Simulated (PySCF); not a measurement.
The dipole of `COC(=O)C=C1CC1` from its density and from atomic charges.

Coordinates (GFN2-xTB, Å) and charges (e) from the PBE0/pcSseg-1 density (PySCF):

| atom | x | y | z | Mulliken | IAO | Hirshfeld | ESP-fitted |
| --- | --- | --- | --- | --- | --- | --- | --- |
| C1 | 2.578 | 2.035 | 0.469 | -0.0260 | -0.2129 | -0.0379 | -0.2128 |
| O2 | 1.180 | 1.831 | 0.353 | -0.4868 | -0.3445 | -0.1063 | -0.3482 |
| C3 | 0.788 | 0.559 | 0.147 | +0.5376 | +0.5094 | +0.1965 | +1.0076 |
| O4 | 1.557 | -0.365 | 0.058 | -0.4170 | -0.4776 | -0.2670 | -0.6217 |
| C5 | -0.680 | 0.482 | 0.049 | -0.2232 | -0.2359 | -0.0794 | -0.8717 |
| C6 | -1.296 | -0.666 | -0.152 | -0.0859 | +0.0621 | +0.0246 | +0.4966 |
| C7 | -2.539 | -1.412 | -0.333 | -0.1919 | -0.3035 | -0.0823 | -0.3795 |
| C8 | -1.192 | -2.108 | -0.352 | -0.1703 | -0.2902 | -0.0782 | -0.2919 |
| H9 | 3.086 | 1.716 | -0.444 | +0.1166 | +0.1509 | +0.0466 | +0.1241 |
| H10 | 2.719 | 3.101 | 0.632 | +0.1246 | +0.1608 | +0.0541 | +0.1378 |
| H11 | 2.977 | 1.462 | 1.309 | +0.1165 | +0.1509 | +0.0466 | +0.1249 |
| H12 | -1.212 | 1.416 | 0.152 | +0.1050 | +0.1673 | +0.0471 | +0.2492 |
| H13 | -3.077 | -1.297 | -1.263 | +0.1490 | +0.1633 | +0.0573 | +0.1524 |
| H14 | -3.184 | -1.553 | 0.523 | +0.1490 | +0.1632 | +0.0573 | +0.1536 |
| H15 | -0.910 | -2.722 | 0.491 | +0.1515 | +0.1683 | +0.0606 | +0.1397 |
| H16 | -0.803 | -2.468 | -1.293 | +0.1515 | +0.1683 | +0.0606 | +0.1401 |

What dipole does each set of charges give (1 e·Å = 4.803 D), and what does the density give?

The full density gives (-1.16, 0.62, 0.03) D, 1.31 D in size; dipole vectors point from the negative to the positive end.

```json
{"scheme": "Mulliken", "μx": "-0.91", "μy": "-1.04", "μz": "-0.19", "size (D)": "1.40", "share of the full size (%)": "106", "angle to the full dipole (°)": "78"}
{"scheme": "IAO", "μx": "-1.26", "μy": "0.75", "μz": "0.04", "size (D)": "1.47", "share of the full size (%)": "112", "angle to the full dipole (°)": "2"}
{"scheme": "Hirshfeld", "μx": "-1.20", "μy": "0.32", "μz": "-0.02", "size (D)": "1.24", "share of the full size (%)": "95", "angle to the full dipole (°)": "14"}
{"scheme": "ESP-fitted", "μx": "-1.17", "μy": "0.64", "μz": "0.04", "size (D)": "1.34", "share of the full size (%)": "102", "angle to the full dipole (°)": "1"}
```

Which set comes closest?

Length of the difference vector: ESP-fitted 0.03 D, IAO 0.17 D, Hirshfeld 0.31 D, Mulliken 1.70 D. Closest: ESP-fitted. The schemes that divide the density aren't constrained to reproduce the dipole.

What is left for the Hirshfeld atoms' own dipoles?

The shares of the density sum to the whole, so what Σ q r misses lies in dipoles about the nuclei. The atomic dipoles sum to (-1.16, 0.62, 0.03) − (-1.20, 0.32, -0.02) = (0.04, 0.30, 0.05) D, 0.31 D in size.

With the origin at the mean of the coordinates, (0.000, 0.001, 0.022) Å, which are the largest single terms, by size, of the IAO dipole along the direction of the full one?

O4 +3.54, C7 -2.26, H14 +1.63, H13 +1.62, H12 +1.40 D; all 16 atoms together +1.47 D. The single terms depend on the origin, their sum doesn't.

Give the size of the full dipole in other units.

1.31 D = 0.517 au = 0.273 e·Å = 4.38 × 10⁻³⁰ C·m.

One conformer (not necessarily the lowest) at the GFN2-xTB geometry, without solvent, vibrations or thermal averaging.

Conformer computed: `[CH3:1][O:2][C:3](=[O:4])[CH:5]=[C:6]1[CH2:7][CH2:8]1`: C1–O2–C3–O4 0°, O2–C3–C5–C6 180°.
